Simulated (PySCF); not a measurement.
## Copper: a sound run and one with changed settings

Sound run: Cu [Ar] 3d10 4s1, Cu⁺ [Ar] 3d10. Calculation: PySCF 2.14, in jorge-DZP-DKH (8s6p2d1f, 43 functions); scalar relativity by spin-free X2C-1e. The sound run starts from symmetry-adapted Hartree-Fock orbitals and uses a fine grid where one is needed.

Changed run: initial guess sap, at most 5 SCF cycles. This setting is unsound on purpose.

```json
{"species": "Cu", "method": "UHF", "sound run (hartree)": "-1653.03659", "changed run (hartree)": "-1653.03659", "converged": "no"}
{"species": "Cu", "method": "BP86", "sound run (hartree)": "-1654.92943", "changed run (hartree)": "-1654.73899", "converged": "no"}
{"species": "Cu", "method": "LDA", "sound run (hartree)": "-1651.78792", "changed run (hartree)": "-1651.58731", "converged": "no"}
{"species": "Cu⁺", "method": "UHF", "sound run (hartree)": "-1652.79970", "changed run (hartree)": "-1652.79970", "converged": "no"}
{"species": "Cu⁺", "method": "BP86", "sound run (hartree)": "-1654.63762", "changed run (hartree)": "-1654.63751", "converged": "no"}
{"species": "Cu⁺", "method": "LDA", "sound run (hartree)": "-1651.49171", "changed run (hartree)": "-1651.49163", "converged": "no"}
```

The SCF was stopped early; the energies are upper bounds that still move, and correlated levels were skipped or rest on poor orbitals.
